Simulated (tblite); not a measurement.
Compound: C4H11NOSi2.
Structure used (GFN2-xTB), in Å, numbered top down from 1:
```xyz
19
C4H11NOSi2 angstrom
C     -1.7823   -1.9041    0.5186
C     -0.9885   -1.5353   -0.4739
Si    -0.0585    0.1123   -0.5497
N     -0.0369    0.4842   -2.2487
C     -1.1189    1.3528    0.4297
C     -0.7326    2.0497    1.4857
Si     2.1309    0.0430    0.1572
O      2.4406   -1.5555    0.2209
H     -1.9761   -1.2525    1.3566
H     -2.2796   -2.8628    0.5467
H     -0.8231   -2.2306   -1.2883
H      0.5285    1.2503   -2.5772
H     -0.9019    0.4581   -2.7661
H     -2.1328    1.5012    0.0712
H      0.2603    1.9519    1.8957
H     -1.3810    2.7481    1.9953
H      3.1151    0.6834   -0.7332
H      2.4344    0.6170    1.4796
H      3.2925   -1.9019    0.4724
```

Computed with GFN2-xTB (tblite): harmonic, unscaled wavenumbers at the GFN2-xTB geometry, gas phase. This tight-binding method is rough: wavenumbers can miss measured ones by several per cent, in bad cases by 10 to 20. Modes of hydrogen on silicon can be 10 to 20 % off. One conformer, not necessarily the lowest. The optimisation stopped once no atom felt more than 0.01 eV/Å.

Lowest wavenumbers of the output (negative numbers stand for imaginary wavenumbers):
```
mode    cm-1
  1     -30.6
  2      17.0
  3      46.2
  4      98.2
  5     115.9
  6     132.1
  7     152.8
  8     170.9
  9     198.2
 10     212.0
```

Is this structure a minimum?

Not by this Hessian. 1 mode is imaginary beyond 20i (31i cm⁻¹), so at this level the point lies at or near a first-order saddle. The curvature is small, so loose convergence or finite differences may be the whole cause.

Which atoms move in the imaginary mode?

31i: O8 (silanol oxygen) 34 %, C6 (terminal =CH2 carbon) 19 %, Si7 (oxygen-bound silicon) 16 %. These are shares of the mass-weighted motion.

What is the remedy?

Step along that mode in both directions, optimise again with tighter thresholds and repeat the frequencies. The zero-point energy of this point (86.9 kcal/mol) counts the 50 real modes alone, and thermal corrections from it aren't those of a minimum.

On an Arm Neoverse V1 with one thread, no GPU, shared host with 32 logical CPUs at a one-minute load of 10, this took 0.89 s. This covers the Hessian and the dipole derivatives.
